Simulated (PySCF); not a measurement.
Computed shifts of a molecule C3H5BF2O, PySCF with PBE0/pcSseg-1, GIAO, gas phase, equivalent atoms averaged, in ppm (number of nuclei): ¹³C: 169.5 (1), 167.5 (1), 9.5 (1). ¹⁹F: -162.2 (1), -196.4 (1). ¹H: 8.11 (1), 5.54 (1), 0.96 (3). References: ¹³C against TMS (σ = 186.3 ppm); ¹¹B against BF3 (σ = 88.8 ppm); ¹⁷O against H2O (σ = 334.2 ppm); ¹⁹F against CFCl3 (σ = 167.2 ppm); ¹H against TMS (σ = 31.56 ppm), references at their B3LYP-D3(BJ)/def2-TZVP geometries, non-relativistic. Geometry optimised at PBE0-D3(BJ)/def2-SVP. Other conformers were not sampled.

Task: Pick the molecule that these values belong to.
(A) CB(O)/C(F)=C\F
(B) O=CCCB(F)F
(C) O=CB(CF)CF
(D) C=CCOB(F)F

Result: A, CB(O)/C(F)=C\F
